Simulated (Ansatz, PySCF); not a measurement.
Dimer: CH4O (SMILES CO) (first 6 atoms) with CH2O2 (SMILES O=CO); geometry from B3LYP-D3(BJ)/def2-TZVP.
(charge 0, multiplicity 1):
```xyz
11

C     -0.190    -0.350     0.183
O      0.489    -0.806     1.352
H     -0.904     0.445     0.414
H     -0.729    -1.202    -0.228
H      0.520     0.011    -0.566
H      0.937    -0.055     1.780
O      0.812     0.886     3.562
C      0.002     0.252     4.199
O     -0.654    -0.815     3.774
H     -0.282     0.506     5.228
H     -0.366    -1.007     2.838
```

Monomers are frozen at their geometry in the pair; levels with a basis set take the counterpoise correction.

The values were computed with Ansatz (Gaussian orbitals); PySCF for the dispersion terms. 

### Question
What interaction energy does SVWN5/def2-TZVPPD give?

### Answer
-76 kJ/mol

Ansatz is an electronic-structure program.
